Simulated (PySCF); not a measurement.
B3LYP has the VWN-RPA correlation part, as in Gaussian. Delta-SCF ions had no search for a lower state. Excitations are Tamm–Dancoff values on a coarser integration grid. The basis has no diffuse functions, so Rydberg states are missing or too high.

Cartesian coordinates (Å):
```xyz
10

Al    -0.0459    -0.1452    -0.0730
H      0.9907    -0.4562    -1.2463
H      0.0112    -0.9949     1.2817
H     -1.4731     0.4416    -0.5084
C      0.8054     2.7576    -0.0187
O      0.7846     1.5131     0.6971
H     -0.1991     3.2064    -0.0561
H      1.1380     2.5246    -1.0382
H      1.5230     3.4464     0.4500
H      0.5814     1.6433     1.6351
```
Charge 0, multiplicity 1.

Problem. What S1–T1 gap (TDA), S1 excitation (TDA), charge on the central atom (meta-Löwdin), vertical ionisation energy (Delta-SCF) and HOMO does B3LYP-D3(BJ)/def2-TZVP // B3LYP-D3(BJ)/def2-SVP (PySCF) give?

Solution. 
| Item | Value |
|---|---|
| S1–T1 gap (TDA) | 0.22 eV |
| S1 excitation (TDA) | 5.64 eV |
| charge on the central atom (meta-Löwdin) | 0.33 e |
| vertical ionisation energy (Delta-SCF) | 9.81 eV |
| HOMO | -7.23 eV |
